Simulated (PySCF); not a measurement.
# How the method moves the HOMO and LUMO of `ClC1=CO[SiH2]OC1`

Species: C3H5ClO2Si.
SMILES with atom numbers: `[Cl:1][C:2]1=[CH:3][O:4][SiH2:5][O:6][CH2:7]1` (hydrogens: H8 on C3; H9, H10 on Si5; H11, H12 on C7)

Structure used (PBE0-D3(BJ)/def2-SVP), in Å, numbered top down from 1:
```
atom  x, y, z in Å
Cl1    2.6490    0.8966   -0.7049
C2     1.1846    0.1749   -0.1240
C3     1.1759   -1.1177    0.2401
O4     0.0843   -1.7843    0.6852
Si5   -1.4217   -1.0742    0.4173
O6    -1.1396    0.5566    0.4870
C7     0.0223    1.1290   -0.0637
H8     2.0842   -1.7247    0.1933
H9    -1.9032   -1.4995   -0.9253
H10   -2.3412   -1.4648    1.5074
H11   -0.1790    1.5229   -1.0786
H12    0.3081    1.9948    0.5586
```

Basis pcSseg-1 throughout (PySCF), one geometry. The structure is a single PBE0-D3(BJ)/def2-SVP conformer in the gas phase; no vibrational or solvent corrections.

How do the orbital energies, the gap and the dipole change with the method?

| method | kind | HOMO (eV) | LUMO (eV) | gap (eV) | μ (D) | SCF cycles |
| --- | --- | --- | --- | --- | --- | --- |
| BLYP | GGA | -5.41 | -0.77 | 4.64 | 0.97 | 16 |
| OPBE | GGA | -5.54 | -0.81 | 4.73 | 1.06 | 16 |
| KT3 | GGA | -5.61 | -0.89 | 4.72 | 1.07 | 16 |
| BP86 | GGA | -5.68 | -1.01 | 4.68 | 1.02 | 15 |
| LDA | LDA | -5.74 | -1.15 | 4.59 | 1.00 | 16 |
| B97-2 | global hybrid | -6.54 | -0.01 | 6.54 | 1.06 | 14 |
| mPW1PW91 | global hybrid | -6.82 | 0.02 | 6.84 | 1.05 | 14 |
| BHandHLYP | global hybrid | -7.85 | 1.12 | 8.97 | 1.04 | 13 |

The HOMO spans 2.44 eV, from BLYP down to BHandHLYP, and the gap runs from 4.59 eV (LDA) to 8.97 eV (BHandHLYP). Over the methods BLYP (0 %), OPBE (0 %), KT3 (0 %), BP86 (0 %), LDA (0 %), B97-2 (21 %), mPW1PW91 (25 %), BHandHLYP (50 %), a straight line through the gap against the share of exact exchange rises by 0.86 eV for each 10 % (correlation coefficient 1.000). The dipole ranges from 0.97 D (BLYP) to 1.07 D (KT3). This basis has no diffuse functions.
